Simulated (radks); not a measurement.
Valence configurations of the cerium ion Ce3+ (all share [Xe]). Method: scalar-relativistic Kohn-Sham, PBE, spin-polarised, spherical densities, finite nucleus; open shells are filled with parallel spins first (spin-orbit coupling, left out, can overturn this in heavy ions); Fermi nuclear charge, rms radius 4.8771 fm; computed with a radial shooting solver on a logarithmic mesh with Libxc functionals. Energies are relative to 4f1; eigenvalues in eV for spin up.

valence      E (eV)  moment (Bohr magnetons)    e(4f)    e(5d)    e(6p)    e(6s)
4f1           0.000                        1  -28.971        -        -        -
6p1          16.374                        1        -        -  -19.020        -
5d1           7.353                        1        -  -25.835        -        -
4f0.5 6p0.5   7.220                        1  -33.994        -  -17.706        -
4f0.5 6s0.5   4.893                        1  -33.515        -        -  -22.091

NIST lists [Xe] 4f1 as the ground configuration; this level of theory agrees among the configurations tried. The energies are those of spherical high-spin densities, not of single terms.
